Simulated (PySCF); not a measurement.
**Ionisation energy of Rh by level of theory**

Rh [Kr] 4d8 5s1 (4F) → Rh⁺ [Kr] 4d8 (3F), as a difference of total energies. All numbers are calculated (PySCF 2.14, scalar relativity by spin-free X2C-1e, in x2c-TZVPPall with one added diffuse shell each of s, p, d, f type (9s7p7d3f1g, 95 functions)). Correlated levels: valence: [Kr] frozen; valence and next inner shell: [Ar] 3d10 frozen. The calculations carry no spin-orbit coupling.

Question: Order these methods by the ionisation energy they give, lowest first.
A. r2SCAN
B. MP2 (valence and next inner shell)
C. SCS-MP2 (valence)
D. PW91

Answer: C (7.041 eV), B (7.454 eV), A (7.713 eV), D (7.901 eV).

Errors of the correlated levels include the incompleteness of this basis and the frozen core.

For comparison: 7.479 eV (measured; NIST levels, between the centres of gravity of the two terms).
